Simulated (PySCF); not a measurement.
A calculated (UHF, PySCF 2.14, aug-cc-pwCVTZ-DK, scalar relativity by spin-free X2C-1e) atom or ion has these occupied shells.

| shell | electrons | orbital energy (eV) | rms radius, mean of both spins (bohr) |
| --- | --- | --- | --- |
| 1s β | 1 | -7174.9 | 0.0675 |
| 1s α | 1 | -7174.9 | 0.0675 |
| 2s α | 1 | -884.25 | 0.288 |
| 2s β | 1 | -881.03 | 0.288 |
| 2p α | 3 | -749.99 | 0.260 |
| 2p β | 3 | -746.84 | 0.260 |
| 3s α | 1 | -120.46 | 0.871 |
| 3s β | 1 | -110.83 | 0.871 |
| 3p α | 3 | -80.843 | 0.936 |
| 3p β | 3 | -69.248 | 0.936 |
| 3d α | 5 | -18.307 | 1.23 |
| 3d β | 1 | -12.719 | 1.23 |
| 4s α | 1 | -7.670 | 3.49 |
| 4s β | 1 | -6.654 | 3.49 |

Problem. Name the element and its charge.

Solution. Fe (iron, neutral), in [Ar] 3d6 4s2, high-spin 5D determinant.
